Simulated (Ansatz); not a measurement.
Computed with Ansatz on PBE0-D4/def2-TZVP structures; ΔE is electronic, products minus reactants. CCSD(T)/CBS is the MP2 limit (def2-TZVPP, def2-QZVPP) plus CCSD(T) − MP2 in def2-TZVPP, frozen cores. Functionals use def2-TZVPP. B3LYP here is the variant with VWN-RPA as its local correlation; programs differ in this. Elements past krypton have def2 core potentials. For Sn outer-core shells are correlated without core-valence functions, which leaves a few kJ/mol of doubt a bond. Each species was taken in one conformer, which may not be the lowest.

Consider the formal exchange of groups at a P–Sn bond: `[F][SnH2][PH]S` + `O[SiH3]` → `O[SiH2]PS` + `[F][SnH3]`.

`[F][SnH2][PH]S`:

```xyz
8

F    -1.397    1.352   -1.718
Sn    0.056    1.236   -0.457
P    -0.590   -0.669    1.029
S     0.543   -2.199    0.089
H     1.427    0.944   -1.427
H     0.050    2.748    0.338
H     0.362   -0.311    2.022
H    -0.452   -3.101    0.125
```

`O[SiH3]`:

Z-matrix (Å, degrees):
```
Si
O 1 1.648
H 1 1.489 2 111.7
H 1 1.489 2 111.7 3 120.9
H 1 1.481 2 105.9 3 -119.6
H 2 0.957 1 117.9 3 -60.5
```

`O[SiH2]PS`:

```xyz
9

O    -0.355   -1.188    1.388
Si   -0.287    0.420    1.050
P    -0.346    0.896   -1.155
S     0.918   -0.725   -1.720
H     0.346   -1.726    1.013
H     0.980    1.027    1.540
H    -1.460    1.034    1.719
H    -1.578    0.238   -1.414
H     1.783    0.024   -2.421
```

`[F][SnH3]`:

Cartesian coordinates in Å:
```
F -1.156 -1.373 -0.132
Sn 0.081 0.096 0.009
H 0.959 -0.213 1.432
H -0.901 1.481 0.098
H 1.018 0.010 -1.407
```

| level | ΔE (kJ/mol) | difference from CCSD(T)/CBS |
| --- | --- | --- |
| B3LYP-D4 | 11.6 | -2.2 |
| CAM-B3LYP-D4 | 8.2 | -5.6 |
| ωB97M-V | 7.6 | -6.2 |
| B3LYP | 14.4 | 0.6 |
| r2SCANh | 7.5 | -6.3 |
| CAM-B3LYP | 9.6 | -4.2 |
| LC-ωPBE | 3.0 | -10.8 |
| SCS-MP2/def2-TZVPP | 13.3 | -0.5 |
| CCSD(T)/def2-TZVPP | 8.8 | -5.0 |
| HF/CBS(def2) | 14.2 | 0.4 |
| CCSD(T)/CBS | 13.8 | 0 |

(1) What do rigid-rotor, harmonic-oscillator terms from PBE0-D4/def2-TZVP frequencies (298.15 K, 1 bar) make of the CCSD(T)/CBS value? (Estimate.)

Largest T1 diagnostic among the species: 0.014.

Results:

(1) Ansatz gave: ΔZPE = -0.6 kJ/mol, ΔH = +11.7 kJ/mol, ΔS = -23 J/(mol·K), ΔG = +18.4 kJ/mol. Modes under 50 cm⁻¹ make the entropy rough.

From BLYP to BHLYP (50 % exact exchange), in def2-TZVPP and without D4, ΔE moves by −4.3 kJ/mol. Leaving LDA and LC-ωPBE aside and taking each functional with its dispersion term where it has one, the values, not all of them listed here, spread over 13.4 kJ/mol, from B97M-V to B2PLYP. LDA lies −8.2 kJ/mol from PBE without D4.

CCSD(T)/CBS has its own doubt, a few kJ/mol and more with outer-core shells, so smaller differences from it don't rank the levels.
